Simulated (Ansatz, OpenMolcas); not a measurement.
**CH2BrCl (bromochloromethane): from total energies to a heat of formation**

The species is CH2BrCl (5 atoms), meant as a singlet with charge 0. As SMILES, `ClCBr`. The coordinates come from a PBE0-D4/def2-TZVP relaxation.

```xyz
5

Cl   -1.6152    0.1586    0.5189
C     0.0005    0.0493   -0.1586
Br    1.3124   -0.6021    1.0980
H     0.3181    1.0396   -0.4668
H    -0.0159   -0.6454   -0.9915
```

Total energies at B3LYP/6-31G* (spherical functions) (OpenMolcas 26.06); the atoms run unrestricted:

| species | state | energy (Eh) |
| --- | --- | --- |
| CH2BrCl | singlet | -3073.368803 |
| Cl | doublet | -460.132788 |
| C | triplet | -37.844694 |
| Br | doublet | -2573.830944 |
| H | doublet | -0.500273 |

Harmonic wavenumbers at PBE0-D4/def2-TZVP, in cm⁻¹: 228, 627, 763, 858, 1154, 1252, 1449, 3138, 3220.

Measured heats of formation of the gaseous atoms at 298.15 K, in kJ/mol: Cl 121.3, C 716.9, Br 111.9, H 218.0. Spin-orbit lowering of the atoms at 298 K (mean of the ground term's levels less their thermal mean, from spectra), in kJ/mol: Cl 3.44, C 0.02, Br 14.69. Take 1 Eh = 2625.50 kJ/mol, 1 cm⁻¹ = 0.0119627 kJ/mol, RT = 2.479 kJ/mol.

Question: What heat of formation follows?

Answer: 
1. Electronic atomisation energy: (-460.132788) + (-37.844694) + (-2573.830944) + 2 × (-0.500273) − (-3073.368803) = 0.559831 Eh = 1469.8 kJ/mol.
2. Zero-point energy: half the sum of the wavenumbers, 6344.5 cm⁻¹ = 75.9 kJ/mol.
3. Thermal vibrational enthalpy, Σ hcν̃/(exp(hcν̃/kT) − 1): 2.2 kJ/mol. Translation, rotation and pV of a non-linear molecule: 4 RT = 9.9 kJ/mol.
4. The 5 free atoms carry 5/2 RT each: 31.0 kJ/mol.
5. Spin-orbit coupling lowers the free atoms by 3.44 + 0.02 + 14.69 = 18.1 kJ/mol.
6. Atomisation enthalpy at 298 K: 1469.8 − 18.1 − 75.9 − 2.2 − 9.9 + 31.0 = 1394.7 kJ/mol.
7. Sum of the atoms' heats of formation: 1386.1 kJ/mol. Heat of formation: 1386.1 − 1394.7 = -8.6 kJ/mol.

The tabulated value is -44.7 kJ/mol (Active Thermochemical Tables), so this level is off by +36.1 kJ/mol, or 2.5 % of the atomisation enthalpy. Relativity is left out. Anharmonicity and any spin-orbit splitting of the molecule are left out.
